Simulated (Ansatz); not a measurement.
Consider the ligand exchange at the Si–C bond: `N[SiH2]OC[SiH3]` + `[OH][SnH]([F])[F]` → `[F][SnH]([F])[O][SiH3]` + `CO[SiH2]N`.

Computed with Ansatz on PBE0-D4/def2-TZVP structures; ΔE is electronic, products minus reactants. CCSD(T)/CBS is the MP2 limit (def2-TZVPP, def2-QZVPP) plus CCSD(T) − MP2 in def2-TZVPP, frozen cores. This one scheme is used for every species. def2 core potentials past Kr. For Sn outer-core shells are correlated without core-valence functions, which leaves a few kJ/mol of doubt a bond. Each species was taken in one conformer, which may not be the lowest.

| species | HF/def2-QZVPP energy (Eh) |
| --- | --- |
| `N[SiH2]OC[SiH3]` | -750.47129 |
| `[OH][SnH]([F])[F]` | -488.47745 |
| `[F][SnH]([F])[O][SiH3]` | -778.64156 |
| `CO[SiH2]N` | -460.36159 |

Problem. Work out ΔE.

Solution. ΔE = (-778.64156) + (-460.36159) − (-750.47129) − (-488.47745) = -0.05441 Eh = -1.48 eV. CCSD(T)/CBS gives -1.24 eV.

Largest T1 diagnostic among the species: 0.015.

From PBE to PBE0 (25 % exact exchange), in def2-TZVPP and without D4, ΔE moves by −0.08 eV. In def2-TZVPP, CCSD(T) changes the Hartree–Fock value by +0.23 eV (the triples alone add +0.03 eV) and MP2 by +0.21 eV.
